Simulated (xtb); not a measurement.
Nb(S)(F)(Me)2 (C2H6FNbS), SMILES [CH3][Nb]([CH3])([F])=[S], multiplicity 1. All values are semi-empirical tight-binding results from xtb (GFN2-xTB unless named), good for trends rather than for accurate numbers. The structure is a stationary point at GFN2-xTB. The spin state was assumed, not searched.

For metal compounds this method's bond lengths and energies can be far off.

Q: Estimate the properties. (An estimate is asked for; the answer gives what the named calculation found.)

A: 
```
Quantity                                       Value
-------------------------------------  -------------
orbital gap                                  1.85 eV
zero-point energy                      43.8 kcal/mol
G − E(el) at 298.15 K (modified RRHO)  21.3 kcal/mol
```
